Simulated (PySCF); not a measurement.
# WS₂⁺: fields on a plane

These are results of UPBE0/[W def2-SVP with ECP60, S def2-SVP], scalar-relativistic core potentials, density fitting, no spin–orbit coupling, PySCF, not measurements.

The doublet minimum has W–S 2.083 Å (×2); S–W–S 104.3°.

The plane holds W1 at (0.00, 0.00), S2 at (2.08, 0.00), S3 at (-0.51, 2.02) Å. Columns run from x = -2.55 to 4.35 Å, rows from y = 4.35 (top) to -1.95 Å, in steps of 0.3 Å. Other isomers or separated fragments may lie lower. Core electrons replaced by a potential are absent, the electrostatic potential uses the reduced nuclear charge, and values within about 0.7 Å of such atoms have no physical meaning.

Task: Give the electron density (e/Å³) (cut at 5 e/Å³). Lower edges of the bins (e/Å³): '0' 0.000, '1' 0.030, '2' 0.076, '3' 0.151, '4' 0.268, '5' 0.455, '6' 0.750, '7' 1.218, '8' 1.960, '9' 3.136; top 5.00.

Result: 
```
000000000000000000000000
000000000000000000000000
000000010000000000000000
000011222110000000000000
000123343221000000000000
001234565431000000000000
001346777642100000000000
012357998653100000000000
012467999653110000000000
012357897653211111000000
001346777643222222110000
001235666654334444321000
001234578865456665431000
000124699997667887532100
000124892298678998642100
000124892298678997642100
000014699997667886532000
000012468865456665421000
000001234443334443210000
000000112222222222110000
000000000111111111000000
000000000000000000000000
```

Task: Give the electrostatic potential (V) (cut at 20 V). Every second row and column.

Result: 
```
 3.0  3.2  3.4  3.5  3.4  3.3  3.1  3.0  2.8  2.6  2.5  2.3
 3.3  3.7  4.2  4.5  4.3  3.9  3.5  3.3  3.1  2.9  2.7  2.5
 3.7  4.5  6.7  9.9  8.8  5.5  4.1  3.7  3.4  3.1  2.9  2.7
 4.1  5.8 15.4 20.0 20.0 11.0  5.1  4.1  3.8  3.5  3.2  2.9
 4.3  6.3 20.0 20.0 20.0 16.2  6.0  4.8  4.3  3.9  3.5  3.1
 4.6  5.8 12.2 20.0 20.0 13.5  7.7  7.0  6.8  5.2  4.0  3.4
 5.2  6.5 10.2 20.0 20.0 20.0 14.7 20.0 20.0 11.5  5.1  3.7
 5.8  8.0 14.3 20.0 20.0 20.0 20.0 20.0 20.0 20.0  6.6  4.0
 6.1  8.5 14.5 20.0 20.0 20.0 20.0 20.0 20.0 20.0  6.3  4.0
 5.9  7.8 11.3 17.9 20.0 20.0 11.0 10.6 12.3  7.8  4.9  3.8
 5.4  6.7  8.4 10.4 11.4  9.9  7.2  5.7  5.2  4.6  4.0  3.4
```

With open d or f shells other occupations or spin states may lie lower. No spin–orbit coupling is included, which matters more the heavier the element.
